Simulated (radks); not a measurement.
Q: These are the eigenvalues of the occupied orbitals of an atom or ion with whole-number occupations (hartree). All-electron calculation, Dirac Kohn-Sham, PBE, spin-unpolarised, spherical densities, finite nucleus; Fermi nuclear charge, rms radius of each element as measured or else 0.836 A^(1/3) + 0.57 fm. Program: a radial shooting solver on a logarithmic mesh with Libxc functionals.

| orbital | eigenvalue |
|---|---|
| 1s1/2 | -1065.532 |
| 2s1/2 | -160.8508 |
| 2p1/2 | -150.2535 |
| 2p3/2 | -141.7779 |
| 3s1/2 | -31.08026 |
| 3p1/2 | -26.77498 |
| 3p3/2 | -25.22730 |
| 3d3/2 | -17.61847 |
| 3d5/2 | -17.29902 |
| 4s1/2 | -4.96557 |
| 4p1/2 | -3.53434 |
| 4p3/2 | -3.25616 |
| 4d3/2 | -1.01752 |
| 4d5/2 | -0.97911 |
| 5s1/2 | -0.41359 |
| 5p1/2 | -0.16658 |
| 5p3/2 | -0.14905 |

Which element is it, and in what charge state? The configuration may be excited. Open shells, if any, fill j = l - 1/2 first.

A: Z = 50, tin, charge 0: Sn in [Kr] 4d10 5s1 5p3. The list shows which subshells hold electrons but not how many an open one holds; the 1s level, -1065.5 hartree, gives Z - s = 46.2 by -(Z - s)^2/2, which with screening and relativity narrows Z to a few neighbours, and the depths of the outer levels then fix element, charge and occupations together.
